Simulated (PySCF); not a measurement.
# Distorted geometries of [Dy(O2)]+

[Dy(O2)]+ (singlet in the valence; each metal's 4f electrons, 9 of them, lie in its core potential, out of spins and levels). PySCF 2.14.0, RKS PBE, Dy lcecp-1-SVP with ECP55, O def2-SVP; non-relativistic Hamiltonian with scalar-relativistic core potentials where named; density fitting; no spin-orbit coupling. Relaxed geometry:

```xyz
3

Dy    0.0000    0.0000   -0.1735
O     0.7511    0.0000    1.6533
O    -0.7511    0.0000    1.6533
```

Q: Order these distorted geometries by energy above the relaxed one, lowest first.
A.
```xyz
3

Dy   -0.1492    0.0879   -0.0969
O     0.8464    0.0636    1.6233
O    -0.6972   -0.1514    1.6068
```
B.
```xyz
3

Dy    0.0465   -0.0663   -0.0823
O     0.7478    0.1403    1.5279
O    -0.7942   -0.0740    1.6876
```
C.
```xyz
3

Dy   -0.0313    0.0111   -0.1339
O     0.7621    0.0092    1.6482
O    -0.7308   -0.0203    1.6189
```

A: C (0.10 eV), A (0.42 eV), B (0.66 eV).

Q: Which forces (eV/Å) act in the one that lies 0.10 eV up?

A: 
```
Dy   0.58  0.04 -2.73
O    0.42  0.00  0.61
O   -0.99 -0.04  2.12
```
Forces carry noise of the integration grid, about 0.01 to 0.03 eV/Å.

An lcecp potential fixes the number of 4f electrons, so in runs with it no electron can move into or out of that shell.
